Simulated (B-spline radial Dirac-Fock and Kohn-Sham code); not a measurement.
Scattering functions of Ca⁺

System: calcium as Ca⁺, [Ar] 4s1, inside a Watson sphere of charge -1 and radius 3 Å (a model of the Madelung potential; inside it an electron's potential energy is raised by 4.8 eV).

Input file task.json (cfg lists n, l and occupation; rrms is the nuclear radius in fm):

```json
{"items": [{
  "Z": 20,
  "q": 1,
  "cfg": [[1, 0, 2], [2, 0, 2], [2, 1, 6], [3, 0, 2], [3, 1, 6], [4, 0, 1]],
  "A": 40,
  "rrms": 3.4776,
  "watson": [-1, 3.0],
  "do": ["scatter"],
  "s": [0.0, 0.05, 0.1, 0.15, 0.2, 0.25, 0.3, 0.35, 0.4, 0.45, 0.5, 0.6, 0.7, 0.8, 0.9, 1.0, 1.1, 1.2, 1.4, 1.6, 1.8, 2.0, 2.5, 3.0, 3.5, 4.0, 5.0, 6.0],
  "pz": [0, 0.1, 0.14, 0.18, 0.25, 0.34, 0.46, 0.63, 0.85, 1.2, 1.6, 2.1, 2.9, 3.9, 5.3, 7.2, 9.8, 13.0, 18.0, 25.0, 33.0],
  "hv_scatter": [2000, 5000, 10000, 17479.3, 20000, 100000, 200000, 500000]
}]}
```

Run with: `python xray_run.py task.json out`

These are calculated numbers from a radial B-spline solver; the model is Dirac-Fock densities. f₀ is the Fourier transform of the spherical electron density, S the Waller-Hartree incoherent function, and s = sin θ/λ. The electron scattering factor follows from the Mott-Bethe formula f_e = 0.023934 Å⁻¹·(Z − f₀)/s².

| s (Å⁻¹) | f₀ | S | f_e (Å) |
| --- | --- | --- | --- |
| 0 | 19.000 | 0.000 | – |
| 0.05 | 18.457 | 0.775 | 14.773 |
| 0.1 | 17.203 | 2.118 | 6.695 |
| 0.15 | 15.769 | 3.400 | 4.501 |
| 0.2 | 14.347 | 4.684 | 3.383 |
| 0.25 | 12.976 | 5.894 | 2.690 |
| 0.3 | 11.705 | 6.978 | 2.206 |
| 0.35 | 10.584 | 7.939 | 1.840 |
| 0.4 | 9.642 | 8.783 | 1.549 |
| 0.45 | 8.879 | 9.516 | 1.314 |
| 0.5 | 8.271 | 10.144 | 1.123 |
| 0.6 | 7.391 | 11.148 | 0.838 |
| 0.7 | 6.763 | 11.937 | 0.647 |
| 0.8 | 6.229 | 12.617 | 0.515 |
| 0.9 | 5.718 | 13.237 | 0.422 |
| 1 | 5.209 | 13.810 | 0.354 |
| 1.1 | 4.710 | 14.332 | 0.302 |
| 1.2 | 4.233 | 14.803 | 0.262 |
| 1.4 | 3.391 | 15.586 | 0.203 |
| 1.6 | 2.732 | 16.180 | 0.161 |
| 1.8 | 2.249 | 16.623 | 0.131 |
| 2 | 1.909 | 16.959 | 0.108 |
| 2.5 | 1.444 | 17.521 | 0.071 |
| 3 | 1.226 | 17.896 | 0.050 |
| 3.5 | 1.078 | 18.181 | 0.037 |
| 4 | 0.949 | 18.401 | 0.028 |
| 5 | 0.715 | 18.690 | 0.018 |
| 6 | 0.524 | 18.843 | 0.013 |

f₀ starts at the number of electrons, 19, and has fallen to half at s ≈ 0.41 Å⁻¹. The sum of ⟨r²⟩ over the electrons is 31.84 bohr². For an ion f_e diverges as s goes to zero, because of the net charge.
